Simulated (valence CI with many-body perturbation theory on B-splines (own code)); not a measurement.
## Missing levels of Kr²⁰⁺

Computed by valence CI with perturbative core correlation (CI+MBPT): six valence electrons over a frozen Dirac-Fock core [Ne], radial functions for each j: 9 s, 9 p, 8 d, 6 f, 3 g, 1 h, with the one-electron correlation potential Σ1, the two-electron term Σ2, the three-electron term Σ3, Breit, model QED; selected CI, second order for the rest, scaled by the run's own slope (own B-spline code, finite nucleus).

No measured spectrum was set against this ion. As an estimate, levels of excited configurations hold to 0.05 to 0.15 % of their energy, terms of the ground configuration to about 0.5 %. Among the levels kept, up to 1500 cm⁻¹ of a level comes from second order outside the variational space, and about a tenth of that is noise between levels of different J, which matters for small intervals.

| Level | E (cm⁻¹) |
| --- | --- |
| 3s2 3p4 3P_2 | 0 |
| 3s2 3p4 3P_0 | 47420 |
| 3s2 3p4 3P_1 | 78642 |
| 3s2 3p4 1D_2 | 115010 |
| 3s2 3p4 1S_0 | 225300 |
| 3s 3p5 3P°_2 | ? |
| 3s 3p5 3P°_1 | 590230 |
| 3s 3p5 3P°_0 | ? |
| 3s2 3p3 3d 5D°_2 [a] | ? |
| 3s2 3p3 3d 5D°_3 | ? |
| 3s2 3p3 3d 5D°_0 | 703270 |
| 3s2 3p3 3d 5D°_1 [a] | ? |
| 3s2 3p3 3d 5D°_1 [b] | 709060 |
| 3s2 3p3 3d 5D°_4 | 713450 |
| 3s2 3p3 3d 5D°_2 [b] | 733460 |
| 3s2 3p3 3d 3D°_3 [a] | 768640 |
| 3s2 3p3 3d 3D°_1 [a] | 773390 |
| 3s2 3p3 3d 3F°_2 [a] | ? |
| 3s2 3p3 3d 1S°_0 | 781250 |
| 3s2 3p3 3d 3F°_3 [a] | 787920 |

Names give the largest LS component (configuration and term), which can be under half, so a name can repeat, a term be missing and a line seem to break the LS rules; names also repeat where a configuration has a term twice. Letters in brackets count levels of one name in rising energy.

Question: The levels stand in rising order. What does the calculation give for the missing energies?

Answer: 3s 3p5 3P°_2 550120; 3s 3p5 3P°_0 633280; 3s2 3p3 3d 5D°_2 [a] 698750; 3s2 3p3 3d 5D°_3 700520; 3s2 3p3 3d 5D°_1 [a] 703770; 3s2 3p3 3d 3F°_2 [a] 776500.
